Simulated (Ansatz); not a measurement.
Ca₁₀O₁₂H₄, a hydroxylated oxide cluster was relaxed with PBE-D4 (def2-SVP) in Ansatz in these states: charge +1 doublet, neutral singlet. The geometries follow in no particular order.

Single mean-field runs in def2-SVP are fitted with def2-universal-jkfit.

A:

```xyz
26

Ca    0.525   -0.597    0.668
Ca    3.733    0.771   -0.034
Ca    1.301    2.854    0.434
Ca   -0.432    1.400   -2.000
Ca    2.102   -0.583   -2.500
Ca    2.260    0.947    2.833
Ca    3.060   -2.392    0.026
Ca   -0.861   -1.877   -1.967
Ca   -1.746    1.632    1.108
Ca   -2.915   -1.316    0.512
O    -3.646    0.559    1.525
O    -0.890    3.172   -0.459
O    -1.384    0.018   -0.526
O    -2.869   -2.628   -1.292
O     0.332    1.429    1.860
O    -1.098   -1.847    1.673
O     0.066   -0.318   -3.292
O     1.651    1.218   -1.093
O     1.191   -2.042   -1.051
O     3.172    2.311    1.434
O     2.731   -0.703    1.425
O     3.947   -0.987   -1.381
H    -4.447    0.757    2.037
H    -1.318    4.013   -0.697
H    -3.460   -3.312   -1.647
H    -1.006   -2.478    2.405
```

B:

Cartesian coordinates in Å:
```
Ca 0.8028 -0.5021 -0.5554
Ca 0.2953 1.5533 -3.4420
Ca 0.3773 3.0607 -0.6422
Ca -2.1499 1.1485 0.4181
Ca -2.2072 -0.2278 -2.4572
Ca 2.9576 1.5636 -1.6745
Ca 0.4665 -1.6230 -3.5042
Ca -1.9589 -2.0629 0.1851
Ca 0.7594 1.2568 2.1422
Ca 0.2665 -1.8796 2.5874
O 1.0449 -0.1689 3.8603
O -0.7804 2.8956 1.4789
O -0.6472 -0.3126 1.2828
O -1.4226 -3.2426 2.0966
O 1.7897 1.5323 0.2194
O 1.7469 -1.9798 0.9500
O -3.2388 -0.4549 -0.4877
O -1.0121 1.5324 -1.4991
O -0.7371 -1.8186 -1.6770
O 1.6280 3.0331 -2.4140
O 1.7836 -0.0537 -2.6076
O -0.8552 -0.1517 -4.2333
H 1.5144 -0.1292 4.7084
H -1.1454 3.6089 2.0310
H -1.8171 -4.0593 2.4400
H 2.5390 -2.5185 0.7938
```

Judge from the bond lengths which geometry belongs to which state (an estimate).

A is the charge +1 doublet (Ca1–O18 2.768 Å, Ca8–O17 2.247 Å, Ca4–Ca8 3.306 Å); B is the neutral singlet (Ca1–O18 2.885 Å, Ca8–O17 2.163 Å, Ca4–Ca8 3.225 Å).
